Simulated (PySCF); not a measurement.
Harmonic spectrum computed at PBE0 in the def2-SVP basis family (core potentials from Rb on, PySCF, no spin–orbit coupling):

```csv
symmetry,ω (cm⁻¹),"IR (km/mol, summed over degenerate members)"
a2'',59,14.1
e',138,2.3
a2',258,0.0
e',329,548
e'',464,0.0
a2'',480,550
a1',630,0.0
e',643,449
e',4025,382
a1',4027,0.0
```

Problem. Which molecule gave it? In each, all ligands are bound to the one heavy central atom.
A. Sc(OH)₃ (singlet)
B. Zr(OH)₃ (doublet)
C. Mo(OH)₃ (quartet)
D. Y(OH)₃ (singlet)
E. Ti(OH)₃ (doublet)

Solution. D. It has D3h symmetry with O–H 0.955 Å (×3), Y–O 2.028 Å (×3).
